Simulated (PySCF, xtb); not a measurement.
HS2, SMILES [S]S, multiplicity 2.

Harmonic wavenumbers (cm⁻¹) from GFN2-xTB run with xtb at its own minimum, in rising order: 597, 815, 2200.

Q: What does PySCF 2.14.0 with r2SCAN-D4/def2-TZVP give at its own minimum? (An estimate is asked for; the answer gives what the named calculation found.)

A: 606, 922, 2526. Paired by order, the mean absolute difference is 147 cm⁻¹ and the zero-point energies are 5.2 and 5.8 kcal/mol.
